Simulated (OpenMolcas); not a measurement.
In+: effect of the basis set

```yaml
Program: OpenMolcas
Method: "SS-CASPT2, IPEA 0.25 Eh, imaginary shift 0.1 Eh (closed shells correlated: 4d)"
Active_space: 2 electrons in 8 orbitals (5s 5p 6s 6p)
State_averaging: 2S+1 = 3 even, 3 roots; 2S+1 = 1 even, 7 roots; 2S+1 = 3 odd, 3 roots; 2S+1 = 1 odd, 3 roots
Spin-orbit_coupling: RASSI with atomic mean-field integrals over the reference wave functions, term energies averaged over their components
```

A. ANO-RCC-VTZP [7s6p4d2f1g], DKH2, point nucleus; CASPT2 step roughly 5 core-seconds
B. ANO-RCC-VQZP [8s7p5d3f2g], DKH2, point nucleus; CASPT2 step of the order of 10 core-seconds
C. ANO-RCC [10s9p8d5f3g], DKH2, point nucleus; CASPT2 step about 25 core-seconds

Energies in cm⁻¹ above 5s² ¹S₀, the measured ground level; measured values from NIST Handbook of Basic Atomic Spectroscopic Data.

```
     Level      A      B      C  Measured
   5s² ¹S₀    0.0    0.0    0.0       0.0
5s 5p ³P°₀  41510  41270  41480     42276
5s 5p ³P°₁  42390  42210  42400     43351
5s 5p ³P°₂  44320  44260  44420     45830
5s 5p ¹P°₁  62120  61830  61710     63038
```

Deviations, from unrounded energies. A percentage is the sum of absolute deviations over the sum of measured energies, with the sign that they share, or ± where signs differ.

| Against measurement | Levels | A | B | C |
| --- | --- | --- | --- | --- |
| mean absolute deviation (cm-1) | 4 | 1000 | 1200 | 1100 |
| other configurations (%) | 4 | -2.1 | -2.5 | -2.3 |

A lies closest to measurement on these levels and B furthest from it. The largest miss of A in the table is 5s 5p ³P°₂, by -1500 cm-1. The ranking rests on the paired levels alone, and a cruder setting can come out closer through cancelling errors.

Among A to C the level of the table that moves most is 5s 5p ¹P°₁, by 420 cm-1 (lowest in C, highest in A). Moves below CASPT2's spread within the term are not significant.

Over all roots computed the reference weight is 0.86 to 0.94 in B, 0.86 to 0.94 in C; the roots of lowest weight are the least certain, and an intruder state may touch them. The run also gave levels led by 5s 6s, which use shells meant for correlation; these and all levels above them are left out. Computed and measured levels are paired by configuration, term and J; levels that our copy of the source lacks, or whose pairing is in doubt (as where it misses far off the trend of its configuration), stay unpaired and out of the deviations. Only configurations of the active space appear. The table leaves out levels that lie high or whose names do not pair safely across all columns.

° marks odd parity.
